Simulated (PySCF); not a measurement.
C₂H₄OSe, SMILES C1OC[Se]1. The structure is a stationary point at PBE-D3(BJ)/def2-SVP. This is a generated structure with no PubChem entry under its InChIKey; it may be hypothetical.

Computed equilibrium geometry at PBE-D3(BJ)/def2-SVP (PySCF confirms it by a frequency run) as a Z-matrix, and its point group:
point group C2v.
```
O
C 1 1.4173
H 2 1.1126 1 112.72
H 2 1.1126 3 110.09 1 126.79
C 1 1.4173 2 102.54 3 -117.31
H 5 1.1126 1 112.72 2 117.31
H 5 1.1126 6 110.09 1 -126.79
Se 2 2.0031 3 112.72 4 126.80
```
Charge 0, spin multiplicity 1.
